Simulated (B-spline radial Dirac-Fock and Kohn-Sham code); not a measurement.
# The M3 (3p3/2) level from I to Gd

The computed values come from a radial B-spline solver: multi-electron Dirac-Fock with separately optimised hole states, Breit and Lamb-shift corrections added in first order. Free neutral atoms, energies in eV. The model has no electron correlation. Relaxation, Breit and QED are contributions to the binding energy. "Screened" places the removed electron in the lowest shell with room, a model of an edge from the Fermi level; tabulated edges (Elam, Ravel and Sieber 2002) are for the standard state, and for monatomic gases they compare with the unscreened value. A dash: no value, or a hole state left out as unreliable.

| Z | element | binding | relaxation | Breit | QED | screened | tabulated edge |
| --- | --- | --- | --- | --- | --- | --- | --- |
| 53 | I | 886.2 | -16.5 | -1.08 | -0.03 | 874.5 | 875 |
| 54 | Xe | 943.3 | -16.7 | -1.17 | -0.04 | 939.9 | 940.6 |
| 55 | Cs | 1007.9 | -17.0 | -1.26 | -0.04 | 1003.6 | 1003 |
| 56 | Ba | 1074.5 | -17.1 | -1.37 | -0.04 | 1070.7 | 1063 |
| 57 | La | 1140.5 | -17.6 | -1.48 | -0.05 | 1133.6 | 1128 |
| 58 | Ce | 1197.5 | -18.8 | -1.61 | -0.07 | 1190.6 | 1187 |
| 59 | Pr | 1245.9 | -21.1 | -1.77 | -0.08 | 1240.3 | 1242 |
| 60 | Nd | 1304.8 | -22.2 | -1.91 | -0.10 | 1299.2 | 1297 |
| 61 | Pm | 1364.7 | -23.1 | -2.06 | -0.11 | 1359.2 | 1357 |
| 62 | Sm | 1425.6 | -24.1 | -2.21 | -0.13 | 1420.2 | 1419.8 |
| 63 | Eu | 1487.6 | -25.0 | -2.36 | -0.14 | 1482.3 | 1481 |
| 64 | Gd | 1560.3 | -24.9 | -2.50 | -0.16 | 1553.9 | 1544 |

Problem. With what power of Z do the binding energy and the Breit term grow over this range?

Solution. Between the end points the binding energy grows as Z^3.00 and the Breit term as Z^4.46.
